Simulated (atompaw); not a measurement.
**u(r) = r·R(r): atom against pseudo-atom (gallium)**

Columns: radius, all-electron u(r) and pseudo u(r) of the 4s shell (level -8.95 eV) of gallium in the configuration [Ar] 3d10 4s2 4p1; PBE, scalar-relativistic, PAW (atompaw) scheme, atompaw 4.2.0.5.

```tsv
r (bohr)	all-electron	pseudo
0.106	0.1463	0.0714
0.212	0.1114	0.1421
0.317	-0.1360	0.2106
0.423	-0.2915	0.2776
0.529	-0.3058	0.3417
0.635	-0.2219	0.4023
0.740	-0.0908	0.4583
0.846	0.0562	0.5102
0.952	0.1979	0.5571
1.058	0.3245	0.5985
1.163	0.4308	0.6340
1.269	0.5183	0.6640
1.375	0.5867	0.6880
1.481	0.6379	0.7060
1.587	0.6740	0.7182
1.692	0.6971	0.7247
1.798	0.7095	0.7258
1.904	0.7129	0.7219
2.010	0.7087	0.7133
2.115	0.6985	0.7006
2.221	0.6833	0.6842
2.327	0.6644	0.6646
2.433	0.6424	0.6425
2.538	0.6186	0.6186
2.644	0.5930	0.5930
2.750	0.5664	0.5664
```

**Question.** How many radial nodes do the two functions have?

**Answer.** The all-electron 4s function has n − l − 1 = 3 (the table is too coarse to show those close to the nucleus); the pseudo-wave has 0, since the states of the same l below it are removed with the core.

**Question.** Is the pseudo-wave norm-conserving?

**Answer.** No, it belongs to a PAW set: the norm inside the radius is not constrained, and the difference is carried by the augmentation charge.
